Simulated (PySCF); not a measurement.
# The Mn–Cl bond energy of MnCl₄

All numbers come from PBE in PySCF with Mn def2-SVP, Cl def2-SVP; no relativity; density-fitted integrals.

Each entry is the lowest minimum that a search over a few typed start shapes (and spin states, where more than one is plausible) found, or that minimum re-optimised at the stated level; isomers with ligand–ligand bonds, or fragments after loss of a ligand pair, can lie lower.

Total energies (Eh), which compare only within these settings: Cl atom -459.79704.

```csv
species,2S+1,group,E (Eh),ZPE (kJ/mol)
MnCl₃,5,C2v,-2530.36333,9.0
MnCl₄,4,D2d,-2990.24350,13.0
```

Q: What are De and D0 for MnCl₄ → MnCl₃ + Cl?

A: De = [(-2530.36333) + (-459.79704) − (-2990.24350)] × 2625.5 = 218 kJ/mol. The zero-point energy changes by -4.0 kJ/mol, so D0 = 214 kJ/mol.

Atoms and open shells are unrestricted, without spin–orbit or basis-set superposition corrections.

One determinant describes each species, so states of open d or f shells may be missed.
